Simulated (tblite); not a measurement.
Species: C6H11FN (doublet state).
Numbering: `[CH3:1][CH2:2][C@@H:3]1[CH:4][NH:5][CH2:6][C@@H:7]1[F:8]` (hydrogens: H9, H10, H11 on C1; H12, H13 on C2; H14 on C3; H15 on C4; H16 on N5; H17, H18 on C6; H19 on C7)

Computed geometry: GFN2-xTB, gas phase. This method treats the open shell by occupation alone, without spin polarisation.

Entries marked ? are missing. Bonds in one row agree within 0.01 Å.

| coordinate | value |
| --- | --- |
| C1–C2 | 1.524 Å |
| C2–C3 | ? |
| C3–C4 | 1.489 Å |
| C4–N5 | ? |
| N5–C6 | ? |
| C6–C7 | 1.534 Å |
| C7–F8 | 1.374 Å |
| C3–C7 | 1.541 Å |
| C1–H9, C1–H10, C1–H11 | 1.087 Å |
| C2–H12 | 1.091 Å |
| C2–H13 | 1.092 Å |
| C3–H14 | 1.096 Å |
| C4–H15 | 1.072 Å |
| N5–H16 | 1.011 Å |
| C6–H17 | 1.100 Å |
| C6–H18 | 1.093 Å |
| C7–H19 | 1.096 Å |
| C1–C2–C3 | 112.8° |
| C2–C3–C4 | ? |
| C2–C3–C7 | 113.3° |
| C4–C3–C7 | 100.8° |
| C3–C4–N5 | 111.6° |
| C4–N5–C6 | ? |
| N5–C6–C7 | 103.1° |
| C6–C7–F8 | 110.5° |
| C3–C7–C6 | ? |
| C3–C7–F8 | 114.0° |

Task: Estimate the withheld lengths and angles.

Result: 
- C2–C3 = 1.548 Å, drawn single (ends: carbon bonded to 2 C and 2 H; carbon bonded to 3 C and H); 0.03 Å above the sum of covalent radii, 1.52 Å.
- C4–N5 = 1.390 Å, drawn single (ends: carbon bonded to C, N and H; nitrogen bonded to 2 C and H); 0.05 Å below the sum of covalent radii, 1.44 Å.
- N5–C6 = 1.445 Å, drawn single (ends: nitrogen bonded to 2 C and H; carbon bonded to C, N and 2 H); 0.02 Å below the sum of covalent radii, 1.47 Å.
- C2–C3–C4 = 112.4°, at the carbon bonded to 3 C and H; the outer atoms are 2.524 Å apart.
- C4–N5–C6 = 110.0°, at the nitrogen bonded to 2 C and H, inside a 5-membered ring; the outer atoms are 2.323 Å apart.
- C3–C7–C6 = 104.7°, at the carbon bonded to 2 C, F and H, inside a 5-membered ring; the outer atoms are 2.435 Å apart.

Radii are Cordero's, carbon taken as 0.76, 0.73 or 0.69 Å for four, three, and two or fewer neighbours.

Its GFN2-xTB frequencies are all real (lowest 74 cm⁻¹). Torsions: C1–C2–C3–C4 -164°, C2–C3–C4–N5 -105°, C3–C4–N5–C6 4°, C4–N5–C6–C7 -22°, N5–C6–C7–F8 154°. 3 starts were optimised and ended at 0.00, 0.10 and 0.10 kcal/mol (GFN2-xTB); the lowest of these is shown.

One conformer stands for the species.
